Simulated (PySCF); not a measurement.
**Quadrupolar nuclei of `FB(F)[SiH3]` in NMR**

Compound: BF₂H₃Si.
Z-matrix (Å and degrees, PBE0-D3(BJ)/def2-SVP geometry), rows numbered from 1:
```
F 
B   1  1.3200
F   2  1.3189  1  116.28
Si  2  2.0353  1  120.42  3   179.65
H   4  1.4951  2  109.57  1    52.97
H   4  1.4925  2  111.75  1   174.43
H   4  1.4964  2  108.80  1   -65.01
```

Computed at PBE0/pcSseg-1 (PySCF, non-relativistic):

```
atom             environment  nucleus  spin I    Q (b)  CQ = χzz (MHz)      η
  B2  three-coordinate boron      11B     3/2  0.04059           3.501  0.491
```

Q: Give the quadrupolar product PQ = |CQ|√(1 + η²/3), the quadrupolar frequency νQ = 3|CQ|/[2I(2I − 1)] and the Larmor frequency ν0 = |g| × 7.62259 MHz/T × B at 7.05 T, with g(11B) = 1.79243.

A: 
```json
{"atom": "B2", "PQ (MHz)": "3.639", "νQ (MHz)": "1.751", "ν0 (MHz)": "96.32", "νQ/ν0": "0.018"}
```

For B2: PQ = 3.501 × 1.0394, νQ = 3.501 × 0.5000, ν0 = 13.6630 MHz/T × 7.05 T.

Q: For half-integer spins with νQ below a tenth of ν0, find the second-order shift of the centre of gravity of the central transition at 7.05 and 14.1 T.

A: From −(3/40)(PQ/ν0)²[I(I + 1) − 3/4]/[I(2I − 1)]², which goes as 1/B² (ppm):

```tsv
site	7.05 T	14.1 T
11B at B2	-35.7	-8.92
```

Q: Take a correlation time of 8 ps, isotropic tumbling and extreme narrowing. What quadrupolar relaxation rates and linewidths follow?

A: Rate = (3π²/10) PQ² τc (2I + 3)/[I²(2I − 1)], the same for T1 and T2; width = rate/π.

```
     site  spin factor (2I + 3)/[I²(2I − 1)]  1/T1 (s⁻¹)  T1 (ms)  linewidth (Hz)
11B at B2                              1.333         418     2.39             133
```

Solvent, lattice and vibrations would change these gradients. Isolated species at its PBE0-D3(BJ)/def2-SVP geometry, gas phase. The basis is small and wasn't made for field gradients, so the couplings can be 20 % off.
